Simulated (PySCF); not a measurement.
[VCl4]- holds V(III), d2, at total charge -1. The structure is a PBE0-D3(BJ)/def2-TZVP geometry optimised for multiplicity 3; coordination tetrahedral, point group Td, metal–donor distances 2.23 Å.

```
5

V     0.0000    0.0000    0.0000
Cl    1.2871    1.2871    1.2871
Cl    1.2871   -1.2871   -1.2871
Cl   -1.2871   -1.2871    1.2871
Cl   -1.2871    1.2871   -1.2871
```

Method (PySCF 2.14, density fitting): CASSCF(2,5) with orbitals averaged over all microstates of the shell, strongly contracted NEVPT2 on the averaged canonical orbitals; basis x2c-TZVPall on the metal, x2c-SVPall elsewhere; spin-free X2C; IEF-PCM dichloromethane; spin-orbit coupling by state interaction with the mean-field operator over all roots.

Task: What is the ground state?

Result: 3A2 (S = 1, orbital degeneracy 1), with 2.0 electrons in the lower (e-type) set and 0.0 in the upper (t2-type) set, by NEVPT2.

Task: List the excited states of the same spin.

Result: By NEVPT2: 3T2 at 6832 cm⁻¹ (1464 nm); 3T1 at 11367 cm⁻¹ (880 nm); 3T1 at 19132 cm⁻¹ (523 nm). The strongest, at 19132 cm⁻¹, has f = 2.5e-03.

Task: Which is the lowest state of another spin?

Result: 1E at 11591 cm⁻¹ by NEVPT2; CASSCF alone puts it at 13612 cm⁻¹ above the same ground state.

Task: Give the fitted ligand-field and repulsion parameters.

Result: At CASSCF level (the NEVPT2 levels don't fit a ligand-field model well): orbital energies 0, 0, 5645, 5645, 5645 cm⁻¹; 10Dq = 5645 cm⁻¹; B = 886 cm⁻¹; C = 3400 cm⁻¹; B over its free-ion value at the same level 0.816; rms of the fit 250 cm⁻¹; ζ = 163 cm⁻¹ (free ion 209).

Task: What magnetic behaviour follows?

Result: The ground multiplet follows a spin Hamiltonian with S = 1, g = 1.912, 1.912, 1.912, D = 0 (spin-orbit part alone); the lowest levels hold 100 % of the spin-free ground state. μeff is 2.80 μB at 300 K and 2.71 μB at 10 K; the spin-only value is 2.83 μB.

No frequencies were computed for the optimised geometry. Charge-transfer states lie outside this active space and may come lower than some of these levels. NEVPT2 lifts 3T2 from 6084 to 6832 cm⁻¹; on the d shell alone such lifts tend to overshoot. NEVPT2 on the d shell alone tends to put d–d bands too high for such charged or covalently bound ions.

The job took 7.5 s on one thread of Intel Xeon @ 2.60GHz (shared host), with 120 basis functions, launched as `OMP_NUM_THREADS=1 python lf_run.py task.json out`.
